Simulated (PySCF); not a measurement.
## Solvent effects on NMR parameters

Geometry:
| atom | x (Å) | y (Å) | z (Å) |
| --- | --- | --- | --- |
| C1 | 2.506 | -0.144 | -0.682 |
| C2 | 2.083 | -0.246 | 0.584 |
| Si3 | 0.278 | -0.084 | 1.084 |
| C4 | -0.590 | 1.464 | 0.394 |
| C5 | -1.491 | 0.911 | -0.722 |
| C6 | -2.041 | -0.449 | -0.280 |
| C7 | -0.869 | -1.318 | 0.201 |
| H8 | 3.562 | -0.240 | -0.959 |
| H9 | 1.813 | 0.043 | -1.512 |
| H10 | 2.836 | -0.434 | 1.360 |
| H11 | 0.196 | -0.166 | 2.577 |
| H12 | 0.100 | 2.246 | 0.043 |
| H13 | -1.205 | 1.911 | 1.193 |
| H14 | -2.303 | 1.609 | -0.985 |
| H15 | -0.895 | 0.770 | -1.642 |
| H16 | -2.752 | -0.294 | 0.551 |
| H17 | -2.611 | -0.934 | -1.090 |
| H18 | -0.324 | -1.741 | -0.660 |
| H19 | -1.190 | -2.167 | 0.824 |

GIAO PBE0/pcSseg-1 in PySCF on one PBE0-D3(BJ)/def2-SVP conformer, non-relativistic, equivalent nuclei averaged. Solvents enter as an IEF-PCM continuum (chloroform with ε = 4.7) around the gas-phase geometry. Shifts are referred to TMS computed in the same medium.

Gas phase, δ in ppm: C2 147.0, C1 144.3, C5/C6 31.3, C4/C7 15.5, Si3 -12.1, H10 6.73, H8 6.44, H9 6.03, H11 4.34, H15/H17 1.60, H14/H16 1.54, H13/H19 0.93, H12/H18 0.63. Dipole moment 0.54 D.

(1) How does each δ change in the continuum?

(2) Which of the listed nuclei move most (in ppm), and what does the model miss?

## Answers

(1) 
```csv
atoms,environment,"Δδ, chloroform"
C2,alkene CH,+0.8
C1,terminal =CH2 carbon,+1.9
C5/C6,sp3 CH2 in a ring,+0.3
C4/C7,sp3 CH2 bonded to Si,+0.5
Si3,"silicon bonded to 3 C, H, in a 5-membered ring",+0.2
H10,hydrogen on an alkene CH,+0.07
H8,hydrogen on a terminal =CH2 carbon,+0.11
H9,hydrogen on a terminal =CH2 carbon,+0.14
H11,"hydrogen on a silicon bonded to 3 C, in a 5-membered ring",-0.11
H15/H17,hydrogen on an sp3 CH2 in a ring,+0.03
H14/H16,hydrogen on an sp3 CH2 in a ring,+0.01
H13/H19,hydrogen on an sp3 CH2 bonded to Si,+0.02
H12/H18,hydrogen on an sp3 CH2 bonded to Si,0.00
```

Changes are relative to the gas phase. The dipole moment becomes 0.69 D in chloroform.

(2) C1 (terminal =CH2 carbon, +1.9 ppm) in chloroform. A continuum only polarises the solute; specific hydrogen bonds, the anisotropy of aromatic solvents and changes of geometry or conformer are outside it.
